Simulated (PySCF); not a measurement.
From one molecule to another.

First species: C4H3O (charge +1).
Bonds: C1–C2 (triple), C2–C3, C3–C4, C4–O5 (triple). Hydrogens: H6 on C1; H7, H8 on C3.

Second species: 2-tert-butylfuran, C₈H₁₂O.
SMILES with atom numbers: `[CH3:1][C:2]([CH3:3])([CH3:4])[c:5]1[cH:6][cH:7][cH:8][o:9]1` (hydrogens: H10, H11, H12 on C1; H13, H14, H15 on C3; H16, H17, H18 on C4; H19 on C6; H20 on C7; H21 on C8)

Levels: CAM-B3LYP/def2-SVPD for HOMO energy, LUMO energy, HOMO–LUMO gap, static isotropic polarisability and electronic spatial extent ⟨r²⟩ about the centre of nuclear charge; TDDFT CAM-B3LYP/def2-SVPD for lowest singlet excitation; TDA CAM-B3LYP/def2-SVPD for lowest triplet excitation (Tamm–Dancoff); ΔSCF CAM-B3LYP/def2-SVPD for vertical ionisation energy; PBE0-D3(BJ)/def2-SVP for rotational constant A and rotational constant C. Geometries: PBE0-D3(BJ)/def2-SVP. Each species is one conformer at its optimised geometry, gas phase, non-relativistic unless stated; the electronic structure was computed with PySCF and density fitting.

Dipoles, sizes and rotational constants follow the conformer. The torsions of the flexible species, by atom-mapped SMILES:
- `[CH3:1][C:2]([CH3:3])([CH3:4])[c:5]1[cH:6][cH:7][cH:8][o:9]1`: C1–C2–C5–C6 120°

Q: Which of the two has the higher static isotropic polarisability, and by how much?

A: The second: 95.6 au against 41.9 au, a difference of 53.7 au.

Q: Which of the two has the higher T1 energy, and by how much?

A: The first: 4.25 eV against 3.99 eV, a difference of 0.26 eV.

Q: Which of the two has the higher HOMO energy, and by how much?

A: The second: -7.62 eV against -14.94 eV, a difference of 7.32 eV.

Q: Which of the two has the higher S1 energy, and by how much?

A: The second: 6.11 eV against 4.50 eV, a difference of 1.61 eV.

Q: Which of the two has the higher ⟨r²⟩, and by how much?

A: The second: 1218 bohr² against 420 bohr², a difference of 798 bohr².

Q: Which has the higher vertical ionisation energy?

A: The first: 16.15 eV against 8.31 eV, a difference of 7.84 eV.

Q: Which of the two has the higher rotational constant A, and by how much?

A: The first: 16.841 GHz against 3.077 GHz, a difference of 13.764 GHz.

Q: Which has the higher LUMO energy?

A: The second: 1.30 eV against -7.08 eV, a difference of 8.38 eV.

On the first: In wavenumbers S1 is 36300 cm⁻¹ (1 eV = 8065.54 cm⁻¹). No computed singlet falls in the visible range (750 to 380 nm, 1.65 to 3.26 eV); S1 lies 1.24 eV above its blue end.

On the second: No computed singlet falls in the visible range (750 to 380 nm, 1.65 to 3.26 eV); S1 lies 2.85 eV above its blue end. S1 lies 2.81 eV below the HOMO–LUMO gap; its leading configuration is HOMO→LUMO+1, weight 0.97.
